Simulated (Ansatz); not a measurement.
`BCCCCl` and `BCCN` differ in one atom or group.

Ansatz, PBE0-D4/def2-TZVP geometries, multiplicity 1. Each molecule was computed in one conformer, which needn't be the lowest.

```tsv
property	`BCCCCl`
size of the dipole moment (PBE/def2-TZVPP) / D	1.72
LUMO energy (PBE/def2-TZVPP) / eV	-2.35
HOMO energy (PBE/def2-TZVPP) / eV	-6.95
HOMO energy (ωB97M-V/def2-TZVPP) / eV	-10.66
size of the dipole moment (ωB97M-V/def2-TZVPP) / D	1.79
HOMO energy (PBE0/def2-TZVPP) / eV	-8.35
```

Problem. What does the change do to each property? (Best estimate.)

Solution. The calculation gave: 
```csv
property,`BCCN`,shift
size of the dipole moment (PBE/def2-TZVPP) / D,1.30,-0.42
LUMO energy (PBE/def2-TZVPP) / eV,-2.37,-0.02
HOMO energy (PBE/def2-TZVPP) / eV,-5.35,1.60
HOMO energy (ωB97M-V/def2-TZVPP) / eV,-9.22,1.44
size of the dipole moment (ωB97M-V/def2-TZVPP) / D,1.33,-0.46
HOMO energy (PBE0/def2-TZVPP) / eV,-6.82,1.53
```

Dipoles are sizes alone; their direction can turn.
